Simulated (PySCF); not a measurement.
Species: `C#CCP(C)C(F)(F)F`. The columns A, B, C and D hold Mulliken, IAO, Hirshfeld and ESP-fitted charges (e) of one PBE0/pcSseg-1 density (PySCF), in a shuffled order. Coordinates in Å (GFN2-xTB); the density's dipole moment is (1.70, 1.07, -0.32) D.

| atom | x | y | z | A | B | C | D |
| --- | --- | --- | --- | --- | --- | --- | --- |
| C1 | 3.158 | -0.390 | 0.391 | -0.440 | -0.117 | -0.356 | -0.247 |
| C2 | 2.032 | -0.682 | 0.107 | +0.086 | -0.045 | +0.166 | -0.030 |
| C3 | 0.666 | -1.003 | -0.231 | -0.271 | -0.102 | -0.369 | -0.458 |
| P4 | -0.489 | -0.055 | 0.889 | -0.038 | +0.160 | +0.323 | +0.517 |
| C5 | -0.291 | 1.630 | 0.169 | -0.422 | -0.167 | -0.491 | -0.618 |
| C6 | -2.050 | -0.509 | -0.084 | +0.311 | +0.209 | +0.617 | +0.621 |
| F7 | -3.107 | 0.188 | 0.350 | -0.111 | -0.097 | -0.266 | -0.279 |
| F8 | -1.967 | -0.288 | -1.410 | -0.125 | -0.087 | -0.275 | -0.286 |
| F9 | -2.343 | -1.810 | 0.063 | -0.136 | -0.098 | -0.271 | -0.281 |
| H10 | 4.153 | -0.157 | 0.626 | +0.304 | +0.094 | +0.044 | +0.204 |
| H11 | 0.490 | -2.073 | -0.076 | +0.189 | +0.059 | +0.198 | +0.187 |
| H12 | 0.472 | -0.750 | -1.280 | +0.159 | +0.050 | +0.191 | +0.174 |
| H13 | 0.693 | 1.996 | 0.459 | +0.193 | +0.049 | +0.168 | +0.172 |
| H14 | -1.047 | 2.290 | 0.593 | +0.166 | +0.050 | +0.165 | +0.169 |
| H15 | -0.372 | 1.621 | -0.918 | +0.134 | +0.041 | +0.155 | +0.155 |

**Question.** Which column most likely holds the ESP-fitted charges?

**Answer.** A. Σ q r misses the density's dipole by 0.02 D (A), 1.69 D (B), 2.33 D (C), 2.92 D (D). Charges fitted to the outside potential are the only set here that is tied to the molecule's multipoles.

**Question.** And the Hirshfeld charges?

**Answer.** B. The mean sizes are 0.095 e (B), 0.206 e (A), 0.270 e (C), 0.293 e (D), and Hirshfeld charges are commonly the smallest of these schemes.

As computed, A = ESP-fitted, B = Hirshfeld, C = Mulliken, D = IAO. Hydrogens on carbon: ESP-fitted +0.13 to +0.30, Hirshfeld +0.04 to +0.09, Mulliken +0.04 to +0.20, IAO +0.16 to +0.20 e.

The Mulliken scheme counts on each atom the diagonal of the density matrix times the overlap matrix over that atom's basis functions. The ESP scheme fits charges at the nuclei, held to the total charge, to the electrostatic potential on points at 1.4 to 2.0 times the van der Waals radii.

One conformer (not necessarily the lowest) at the GFN2-xTB geometry, without solvent, vibrations or thermal averaging.

These values come from a run that also computed NMR shieldings. Time: 30 s of wall time (with the writing of density and orbital grids); peak memory 0.83 GiB. Hardware: Arm Neoverse V2, one thread, on a shared host.

Conformer computed: `[CH:1]#[C:2][CH2:3][P:4]([CH3:5])[C:6]([F:7])([F:8])[F:9]`: C2–C3–P4–C5 73°, C3–P4–C6–F7 -171°.
